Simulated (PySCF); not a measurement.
Mapped SMILES: `[CH3:1][c:2]1[cH:3][n:4][n:5]([CH:6]2[CH2:7][CH2:8]2)[n:9]1`; H(Xn) means a hydrogen on atom n. Ha(C7), Ha(C8) are cis to N5 on the ring; Hb(C7), Hb(C8) are trans to N5 on the ring.

[PySCF 2.14.0 with density-fitted response routines: NMR shieldings at PBE0/pcSseg-1/GIAO; geometry from GFN2-xTB; fast rotation and ring inversion assumed for equivalent nuclei; no relativistic terms; a single conformation; in vacuum]

δ = σ(ref) − σ, references computed at the same level: TMS for 13C (σ = 186.93 ppm), 1H (σ = 31.72 ppm); NH3 for 15N (σ = 267.73 ppm).

```json
{"atoms": "H(C1)", "nucleus": "1H", "count": "3", "δ (ppm)": "2.47"}
{"atoms": "C3", "nucleus": "13C", "count": "1", "δ (ppm)": "138.4"}
{"atoms": "N9", "nucleus": "15N", "count": "1", "δ (ppm)": "?"}
{"atoms": "Hb(C7)/Hb(C8)", "nucleus": "1H", "count": "2", "δ (ppm)": "1.01"}
{"atoms": "C2", "nucleus": "13C", "count": "1", "δ (ppm)": "?"}
{"atoms": "C7/C8", "nucleus": "13C", "count": "2", "δ (ppm)": "10.3"}
{"atoms": "C1", "nucleus": "13C", "count": "1", "δ (ppm)": "12.9"}
{"atoms": "C6", "nucleus": "13C", "count": "1", "δ (ppm)": "34.3"}
{"atoms": "H(C6)", "nucleus": "1H", "count": "1", "δ (ppm)": "3.50"}
{"atoms": "Ha(C7)/Ha(C8)", "nucleus": "1H", "count": "2", "δ (ppm)": "?"}
{"atoms": "N5", "nucleus": "15N", "count": "1", "δ (ppm)": "277.5"}
{"atoms": "N4", "nucleus": "15N", "count": "1", "δ (ppm)": "373.5"}
{"atoms": "H(C3)", "nucleus": "1H", "count": "1", "δ (ppm)": "?"}
```

Question: Complete the table.

Answer: 
- C2: 147.7 ppm, substituted aromatic carbon next to a ring nitrogen
- H(C3): 7.46 ppm, hydrogen on an aromatic CH next to a ring nitrogen; the ring current deshields protons in the ring plane
- Ha(C7)/Ha(C8): 1.13 ppm, hydrogen on a three-membered-ring carbon; cyclopropane-type protons are shielded by the ring
- N9: 363.3 ppm, pyridine-type nitrogen of an azole

Shifts are as computed. Against solution values, carbons near 30 ppm lie about +3 ppm off and those near 130 ppm about +5 ppm. Of 1211 compounds with measured shifts, 218 miss one by over three times the rms of a fit or turn the order of signals round; such compounds aren't used in these exercises. Experimental scales use liquid or dissolved standards, which lie at an offset from isolated NH3 (liquid NH3: subtract about 20 ppm). Unscaled 15N shifts of sp2 nitrogen come out 20 to 40 ppm too high even then.
